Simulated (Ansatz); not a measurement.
Total energies of `S=C1BO1`.

```csv
atom,x (Å),y (Å),z (Å)
S1,-2.239,0.266,0.127
C2,-0.668,0.100,0.038
B3,0.809,0.152,-0.047
O4,0.173,-1.050,-0.003
H5,1.925,0.532,-0.115
```

Charge 0, multiplicity 1. The structure was optimised at the PBE0-D4/def2-TZVP level. Basis def2-TZVPP, Ansatz.

RPA on PBE orbitals: Hartree–Fock energy of these orbitals -535.50278 Eh, correlation -1.02532 Eh (frozen core).

```csv
functional,energy without D4 (Eh),D4 term (kJ/mol)
LDA (SPW92),-534.47680,–
revPBE,-536.89802,-29.9
BLYP,-536.97867,-21.3
B97M-V,-536.89304,–
PBE0,-536.70109,-7.8
B3LYP,-537.02390,-15.4
r2SCANh,-536.88999,-2.2
r2SCAN0,-536.87261,-2.5
HSE06 (plane-wave form),-536.68707,-7.2
BHLYP,-536.92211,-11.7
CAM-B3LYP,-536.94897,-7.9
LC-ωPBE,-536.77998,–
ωB97X-V,-536.89547,–
PBE-QIDH,-536.58850,–
```

(1) Give the same for PBE, r2SCAN, ωB97M-V, B2PLYP. (Best estimate.)

B3LYP takes the VWN-RPA correlation (the form of Gaussian; ORCA's B3LYP/G). HSE06 is the plane-wave form, built on full-range PBE exchange. The double hybrids freeze the cores in their second-order part.

Results:

(1) The calculation gave: 
```tsv
functional	energy without D4 (Eh)	D4 term (kJ/mol)
PBE	-536.67332	-9.4
r2SCAN	-536.90223	-2.1
ωB97M-V	-536.94123	–
B2PLYP	-536.77430	–
```

LC-ωPBE has ω = 0.4 bohr⁻¹.
